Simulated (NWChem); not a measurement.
Species: TiHSF3; SMILES [F][Ti]([F])([F])[SH]

```xyz
6

Ti     0.0281    -0.3602     0.0002
F     -0.8186    -0.9429     1.3905
F      1.6804    -0.8456     0.0071
F     -0.8062    -0.9444    -1.3970
S      0.0140     1.9132    -0.0006
H     -1.3423     1.9087    -0.0008
```
Atoms are numbered in this order, from 1.

Computed with NWChem. Pople sets run with spherical d functions. Coordinates come from a PBE0/def2-SVP optimisation.

For level B3LYP/6-31G*:

```
Property                     Value
---------------------------  -----
highest occupied level (eV)  -7.93
orbital gap (eV)              4.81
dipole (D)                    0.80
```

### Question
What are these values for level B3LYP/STO-3G?

### Answer
highest occupied level (eV): -3.65
orbital gap (eV): 7.44
dipole (D): 1.04
